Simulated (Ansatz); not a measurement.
Consider the formal exchange of groups at the Al–Br bond: `[F][Al]([SH])[Br]` + `FCCl` → `[F][Al]([F])[SH]` + `ClCBr`.

Calculated with Ansatz (gas phase, PBE0-D4/def2-TZVP geometries, no zero-point term in ΔE). CCSD(T)/CBS adds triple-zeta CCSD(T) − MP2 to the extrapolated MP2 energy (def2 sets, frozen cores). This one scheme is used for every species. For Br outer-core shells are correlated without core-valence functions, which leaves a few kJ/mol of doubt a bond. Scalar relativity is left out up to krypton. Each species was taken in one conformer, which may not be the lowest.

| level | ΔE (eV) |
| --- | --- |
| HF/def2-SVP | -0.01 |
| MP2/def2-SVP | -0.26 |

(1) What does CCSD(T)/CBS give? (Best estimate.)

Largest T1 diagnostic among the species: 0.012.

Answers

(1) Computed: -0.41 eV. The listed levels differ from it by 0.40, 0.15 eV.

In def2-TZVPP, CCSD(T) changes the Hartree–Fock value by −0.21 eV (the triples alone add −0.01 eV) and MP2 by −0.28 eV. From BLYP to BHLYP (50 % exact exchange), in def2-TZVPP and without D4, ΔE moves by +0.09 eV.
